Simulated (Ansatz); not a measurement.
Born–Oppenheimer molecular dynamics of C2H8SZn (12 atoms, charge 0, multiplicity 1). It starts at the highest image of a converged band, a first-order saddle point between two minima.

These are results of RKS PBE/def2-SVP in Ansatz 0.2.0, not measurements.

```json
{
 "ensemble": "NVE (velocity Verlet)",
 "time step": "0.5 fs",
 "steps asked": "200",
 "starting velocities drawn for": "300 K",
 "seed": "11108"
}
```

First frame:

```xyz
12
Properties=species:S:1:pos:R:3
Zn -0.080 -1.135 -0.056
H -0.321 -2.820 0.314
C 1.095 0.317 -0.659
C 0.606 1.706 -0.234
H -1.324 -2.410 0.496
S -2.521 -1.228 0.623
H 1.150 0.237 -1.767
H 2.122 0.116 -0.287
H -0.433 1.905 -0.569
H 1.244 2.516 -0.652
H 0.614 1.831 0.869
H -2.152 -1.033 1.922
```

(1) How far do the bonds stretch over the last three quarters of this one trajectory? (Pairs bonded in most of those frames.)

Answers

(1) 
| bond | mean (Å) | spread (Å) | shortest | longest |
| --- | --- | --- | --- | --- |
| Zn1–C3 | 1.957 | 0.071 | 1.82 | 2.04 |
| Zn1–S6 | 2.206 | 0.105 | 2.07 | 2.42 |
| H2–H5 | 0.777 | 0.043 | 0.71 | 0.86 |
| C3–C4 | 1.551 | 0.025 | 1.51 | 1.59 |
| C3–H7 | 1.112 | 0.020 | 1.08 | 1.14 |
| C3–H8 | 1.110 | 0.016 | 1.09 | 1.14 |
| C4–H9 | 1.114 | 0.018 | 1.09 | 1.14 |
| C4–H10 | 1.114 | 0.017 | 1.09 | 1.14 |
| C4–H11 | 1.112 | 0.012 | 1.09 | 1.13 |
| S6–H12 | 1.369 | 0.021 | 1.34 | 1.40 |

Mean temperature of the second half: 731 K. The conserved energy stayed within 0.17 meV per atom of its start (net change 0.018 meV per atom), so the integration is sound. The kinetic energy rose, since the run started high on the potential surface and went downhill. It ends in pieces (C2H6SZn + H2), so much of that is their flight and rotation, not heat. A run of 0.1 ps of so small a system gives no equilibrium averages. The orbitals stay closed-shell, which can raise the energy where a bond breaks towards radicals; this wasn't checked here.

Time of the run: 6.4 min on 2 threads of Intel(R) Xeon(R) Platinum 8559C (Emerald Rapids) (shared host), peak memory 0.18 GiB.
